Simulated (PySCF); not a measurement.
Species: C5H3NS.
Bonds: N1–C2 (triple), C2–C3, C3–C4 (aromatic), C4–C5 (aromatic), C5–S6 (aromatic), S6–C7 (aromatic), C3–C7 (aromatic). Hydrogens: H8 on C4; H9 on C5; H10 on C7.

Computed, not measured: core-valence-separated Tamm–Dancoff BHandHLYP/aug-pcX-1 (pcseg-1 on H, def2-SVPD on S) in PySCF, non-relativistic, gas phase, PBE0-D3(BJ)/def2-SVP geometry. The energies are unshifted.

Question: Give energies, oscillator strengths and core holes at the N K edge.

Answer: 
```json
{"E (eV)": "397.01", "f": "0.0560", "core hole on": "N1", "main final orbital": "LUMO (45 %)", "polarisation": "out of plane"}
{"E (eV)": "397.16", "f": "0.0647", "core hole on": "N1", "main final orbital": "spread", "polarisation": "in plane"}
{"E (eV)": "401.08", "f": "0.0002", "core hole on": "N1", "main final orbital": "spread", "polarisation": "–"}
{"E (eV)": "401.22", "f": "0.0023", "core hole on": "N1", "main final orbital": "LUMO (50 %)", "polarisation": "out of plane"}
{"E (eV)": "402.14", "f": "0.0001", "core hole on": "N1", "main final orbital": "LUMO+2 (41 %)", "polarisation": "–"}
{"E (eV)": "402.26", "f": "0.0007", "core hole on": "N1", "main final orbital": "LUMO+1 (55 %)", "polarisation": "–"}
```

The first line with a tenth or more of the strongest one's intensity is at 397.01 eV (f = 0.056), with the hole on N1 (nitrile nitrogen), polarised out of plane: a 1s→π* resonance. The strongest listed is at 397.16 eV (f = 0.065; N1).

Question: Give energies, oscillator strengths and core holes at the C K edge.

Answer: 
| E (eV) | f | core hole on | main final orbital | polarisation |
| --- | --- | --- | --- | --- |
| 283.19 | 0.0581 | C7 | LUMO (89 %) | out of plane |
| 283.45 | 0.0507 | C4 | LUMO+3 (73 %) | out of plane |
| 283.50 | 0.0669 | C5 | LUMO (49 %) | out of plane |
| 283.82 | 0.0335 | C2 | LUMO (49 %) | out of plane |
| 283.90 | 0.0639 | C3 | LUMO (76 %) | out of plane |
| 284.01 | 0.0633 | C2 | LUMO+8 (35 %) | in plane |
| 285.42 | 0.0035 | C4 | LUMO (87 %) | out of plane |
| 286.01 | 0.0378 | C5 | LUMO+2 (35 %) | in plane |
| 286.40 | 0.0345 | C7 | LUMO+2 (40 %) | in plane |
| 286.54 | 0.0170 | C4 | LUMO+1 (46 %) | in plane |
| 286.69 | 0.0037 | C3 | LUMO+3 (80 %) | out of plane |
| 286.79 | 0.0010 | C5 | LUMO+3 (50 %) | out of plane |
| 286.87 | 0.0224 | C5 | LUMO+1 (69 %) | in plane |
| 286.90 | 0.0113 | C2 | LUMO (50 %) | out of plane |
| 287.00 | 0.0101 | C4 | LUMO+2 (47 %) | in plane |
| 287.17 | 0.0052 | C3 | LUMO+8 (31 %) | in plane |
| 287.25 | 0.0228 | C7 | LUMO+2 (32 %) | in plane |
| 287.31 | 0.0004 | C2 | LUMO+1 (31 %) | – |
| 287.71 | 0.0102 | C3 | LUMO+1 (50 %) | in plane |
| 287.72 | 0.0000 | C7 | LUMO+3 (96 %) | – |
| 287.79 | 0.0023 | C4 | LUMO+6 (46 %) | in plane |
| 287.93 | 0.0082 | C4 + C5 | LUMO+4/LUMO+9 (2 roots, f summed) | in plane |

The first line with a tenth or more of the strongest one's intensity is at 283.19 eV (f = 0.058), with the hole on C7 (aromatic CH next to a ring sulfur), polarised out of plane: a 1s→π* resonance. The strongest listed is at 283.50 eV (f = 0.067; C5, 1s→π*).

Roots within 0.03 eV whose holes lie on the same, on equivalent or on shared atoms are summed into one line, and the highest roots are left out, as the search may have cut off their partners. Final orbitals are the ground state's empty Kohn–Sham orbitals. A dash: too weak, shared between unlike atoms, or no plane or axis to refer to.

Question: What is the summed oscillator strength of the listed N K lines, and their intensity-weighted mean energy?

Answer: Σf = 0.124 over 6 lines from 397.01 to 402.26 eV; the weighted mean is 397.21 eV. The strongest line holds 52 % of the sum.

The ionisation thresholds weren't computed; near and above them a finite basis only mimics Rydberg series and continuum.

Cost: about 30 s of CPU time on one thread; the machine was shared, so the figure is rough.
